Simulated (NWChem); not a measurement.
Molecule: CH5FSi; SMILES [SiH3]CF

All runs: NWChem. The level has its own optimisation; frequencies are unscaled.

Predict the results for Hartree-Fock/STO-3G. Quantities: r C–F (Å); r C–Si (Å); r C–H (Å); highest harmonic frequency (cm⁻¹); lowest (cm⁻¹); zero-point energy (kcal/mol); dipole (D).


```
Property                           Result
---------------------------------  ------
r C–F (Å)                           1.393
r C–Si (Å)                          1.889
r C–H (Å)                           1.096
highest harmonic frequency (cm⁻¹)    3643
lowest (cm⁻¹)                         122
zero-point energy (kcal/mol)         42.3
dipole (D)                           1.26
```
